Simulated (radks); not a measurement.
Excited configurations of the iodine ion I3+: one electron is placed in a higher orbital outside [Kr] 4d10 5s2 5p1. The ground configuration is [Kr] 4d10 5s2 5p2. All-electron calculation, scalar-relativistic Kohn-Sham, r2SCAN, spin-unpolarised, spherical densities, finite nucleus; meta-GGA in the generalised Kohn-Sham scheme; Fermi nuclear charge, rms radius 4.75 fm. Program: a radial shooting solver on a logarithmic mesh with Libxc functionals. Excitation = E - E(ground); binding = E(ion) - E, where the ion is the core of charge +4; n* = 4/sqrt(2 binding) in atomic units, and the quantum defect is n - n*.

outer orbital,excitation (eV),binding (eV),n*,quantum defect,eigenvalue (eV),<r> (bohr)
4f,21.958,17.474,3.530,0.470,-13.321,2.581
5d,16.151,23.281,3.058,1.942,-19.759,2.874
5f,27.995,11.437,4.363,0.637,-9.709,5.486
6s,17.875,21.557,3.178,2.822,-19.396,3.882
6p,21.555,17.878,3.490,2.510,-15.937,4.453
6d,26.537,12.895,4.109,1.891,-11.277,5.726
6f,31.740,7.692,5.320,0.680,-6.726,9.042
7s,27.034,12.398,4.190,2.810,-11.152,6.667
7p,28.753,10.679,4.515,2.485,-9.614,7.501
7d,31.135,8.297,5.122,1.878,-7.373,9.242
7f,33.933,5.499,6.292,0.708,-4.872,13.35

The Delta-SCF ionisation energy is 39.432 eV (NIST Atomic Spectra Database: 40.36 eV, measured). Self-interaction in the functional shifts the binding energies and quantum defects, so they are the method's values and not measured ones. Spin polarisation and multiplet splitting are left out, so open shells lie too high by an amount that depends on their filling. Spin-orbit splitting is averaged out at the scalar-relativistic level.

Beside tabulated values, note that spin-unpolarised runs miss the spin-polarisation part of the exchange energy of open shells.
